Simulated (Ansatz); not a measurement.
`C#CBN` + `N[SiH2][InH2]` → `NB[SiH2]N` + `C#[C][InH2]`  (redistribution)

Program: Ansatz. Geometries: PBE0-D4/def2-TZVP. ΔE: electronic, gas phase. CCSD(T)/CBS is the MP2 limit (def2-TZVPP, def2-QZVPP) plus CCSD(T) − MP2 in def2-TZVPP, frozen cores. DFT in def2-TZVPP. HSE06 is defined as in plane-wave codes. def2 core potentials past Kr. For In outer-core shells are correlated without core-valence functions, which leaves a few kJ/mol of doubt a bond. One conformer a species, not always the lowest.

| level | ΔE (kJ/mol) | difference from CCSD(T)/CBS |
| --- | --- | --- |
| B97M-V | 71.5 | 8.4 |
| PBE0-D4 | 73.0 | 9.9 |
| r2SCANh-D4 | 72.1 | 9.0 |
| HSE06-D4 | 73.3 | 10.2 |
| ωB97X-V | 62.1 | -1.0 |
| ωB97M-V | 66.6 | 3.5 |
| B2PLYP | 67.1 | 4.0 |
| revPBE | 72.3 | 9.2 |
| HSE06 | 73.3 | 10.2 |
| BHLYP | 70.5 | 7.4 |
| LC-ωPBE | 62.6 | -0.5 |
| RPA@PBE/def2-TZVPP | 50.3 | -12.8 |
| MP2/def2-SVP | 66.4 | 3.3 |
| CCSD/def2-SVP | 66.6 | 3.5 |
| SCS-MP2/def2-TZVPP | 57.5 | -5.6 |
| HF/CBS(def2) | 62.8 | -0.3 |
| CCSD(T)/CBS | 63.1 | 0 |

Largest T1 diagnostic among the species: 0.015.

From BLYP to BHLYP (50 % exact exchange), in def2-TZVPP and without D4, ΔE moves by −3.3 kJ/mol. Leaving LDA and LC-ωPBE aside and taking each functional with its dispersion term where it has one, the values, not all of them listed here, spread over 12.5 kJ/mol, from ωB97X-V to PBE-D4. LDA lies +6.5 kJ/mol from PBE without D4.
